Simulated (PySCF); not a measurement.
# Electric field gradients and quadrupole coupling constants

Species: C5H8OSi.
Cartesian coordinates in Å at the GFN2-xTB level; atoms count from 1:
```
atom  x, y, z in Å
C1     2.310   -0.253   -0.441
C2     1.044    0.132   -0.366
C3     0.482    0.910    0.797
C4    -0.764    0.286    1.360
C5    -1.740   -0.175    0.586
Si6   -1.448   -0.143   -1.268
O7     0.185   -0.159   -1.371
H8     2.673   -0.797   -1.294
H9     3.011   -0.030    0.341
H10    1.246    1.009    1.567
H11    0.234    1.914    0.432
H12   -0.823    0.245    2.441
H13   -2.618   -0.612    1.036
H14   -1.855   -1.356   -1.965
H15   -1.942    1.094   -1.878
```

Field gradients from the PBE0/pcSseg-1 density (PySCF, non-relativistic), principal values in atomic units, ordered |Vxx| ≤ |Vyy| ≤ |Vzz|:

| atom | Vxx | Vyy | Vzz |
| --- | --- | --- | --- |
| O7 | -0.6215 | -0.9768 | 1.5983 |

Task: Find the asymmetry η = (Vxx − Vyy)/Vzz and the couplings χ = eQV/h (234.96 MHz × Q in barn × V in au), with Q(17O) = −0.0256 b.

Result: 
| atom | environment | nucleus | η | χzz (MHz) | χxx (MHz) | χyy (MHz) |
| --- | --- | --- | --- | --- | --- | --- |
| O7 | silyl ether oxygen | 17O | 0.22 | -9.61 | 3.74 | 5.88 |

Task: What is Vzz at O7 in SI units (1 au = 9.71736 × 10²¹ V/m²)?

Result: 1.5983 au = 15.532 × 10²¹ V/m².

Task: And the gradient at the other heavy atoms, for which no coupling is worked out here?

Result: 
| atom | environment | Vzz (au) | η |
| --- | --- | --- | --- |
| C1 | terminal =CH2 carbon | 0.144 | 0.41 |
| C2 | vinylic carbon bearing oxygen | -0.381 | 0.27 |
| C3 | allylic carbon | -0.058 | 0.51 |
| C4 | alkene CH carbon | 0.360 | 0.52 |
| C5 | alkene CH carbon | 0.301 | 0.35 |
| Si6 | oxygen-bound silicon | 0.599 | 0.18 |

Were the hydrogens deuterons (Q(2H) = 0.00286 b), χzz would run from 106 kHz (H15) to 233 kHz (H9).

Geometry: GFN2-xTB, one conformer, isolated molecule. GFN2-xTB bond lengths can be off by several hundredths of an ångström, more for odd bonds, and the gradients follow them. These gradients aren't converged with respect to the basis.
